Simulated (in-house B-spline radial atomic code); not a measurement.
A fraction x of an electron is removed from 3d in the molybdenum ion Mo²⁺, starting from [Kr] 4d4 and keeping the highest spin. All numbers are computed (scalar-relativistic (X2C) r2SCAN0, spin-polarised, spherical fractional occupations; Fermi nucleus of rms radius 4.4091 fm) with an all-electron radial atomic-structure program (B-spline basis), not measured.

Caution: exact exchange at fractional occupations of open shells leaves self-interaction of up to several eV.

| x | E(x) - E(0) (eV) | 3d down level (eV) |
| --- | --- | --- |
| 0 | 0.0000 | -248.360 |
| 0.02 | 4.9731 | -248.955 |
| 0.2 | 50.2696 | -254.354 |
| 0.32 | ? | ? |
| 0.46 | 117.4316 | -262.306 |
| 0.5 | 127.9486 | -263.545 |
| 0.55 | 141.1646 | -265.099 |
| 0.64 | 165.1499 | -267.912 |
| 0.75 | 194.8105 | -271.377 |
| 0.95 | ? | ? |
| 1 | 263.6492 | -279.357 |

Question: What belongs in the row x = 0.32?

Answer: An energy change of 81.0106 eV; 3d down at -258.002 eV.

Question: What belongs in the row x = 0.95?

Answer: An energy change of 249.7216 eV; 3d down at -277.750 eV.

Question: Check Janak's theorem between x = 0.02 and 0.2.

Answer: The slope of the energy is 251.65 eV; the orbital levels give 251.65 eV (-ε of the emptying orbital, averaged over the two points).
